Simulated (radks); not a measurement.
The table gives one normalised radial function P(r) = r R(r) of Nb in [Kr] 4d4 5s1 (r in bohr). Method: scalar-relativistic Kohn-Sham, LDA (Slater exchange, Perdew-Wang correlation), spin-polarised, spherical densities, finite nucleus; open shells are filled with parallel spins first (spin-orbit coupling, left out, can overturn this in heavy ions); Fermi nuclear charge, rms radius 4.324 fm; hard spherical wall at 3.5 bohr; computed with a radial shooting solver on a logarithmic mesh with Libxc functionals.

r	P
0.002613	0.0000
0.003349	0.0001
0.004325	0.0001
0.005587	0.0003
0.00716	0.0006
0.009249	0.0012
0.01185	0.0023
0.01531	0.0047
0.01962	0.0092
0.02534	0.0182
0.03274	0.0354
0.04195	0.0659
0.05419	0.1212
0.06944	0.2108
0.0897	0.3560
0.1159	0.5669
0.1485	0.8312
0.1918	1.1338
0.2458	1.3899
0.3175	1.5255
0.4101	1.4599
0.5256	1.2050
0.6789	0.8260
0.87	0.4658
1.124	0.1993
1.44	0.0647
1.86	0.0139
2.403	0.0019
3.079	0.0001

Which n and l does it have? It may be an empty orbital.

Answer. n = 3, l = 2: the number of nodes gives n - l - 1 = 0, the rise at small r (about r^(l+1), flatter next to the nucleus through relativity) gives l, and the extent must fit the shell. The curve is that of 3d down; the table hardly tells the two spins apart. 3d down: eigenvalue -182.28 eV, 0 radial nodes, <r> = 0.434 bohr, 90 % of the charge inside 0.696 bohr.
